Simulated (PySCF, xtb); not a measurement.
GeF₂, SMILES [F][Ge][F] (connectivity only; charge and spin as stated), neutral, multiplicity 1.

Harmonic wavenumbers (cm⁻¹) from GFN2-xTB in xtb at its own minimum, in rising order: 181, 424, 462.

Task: What does B3LYP-D3(BJ)/def2-TZVP (PySCF 2.14.0) give at its own minimum? (An estimate is asked for; the answer gives what the named calculation found.)

Result: 253, 649, 675. Paired by order, the mean absolute difference is 170 cm⁻¹ and the zero-point energies are 1.5 and 2.3 kcal/mol.
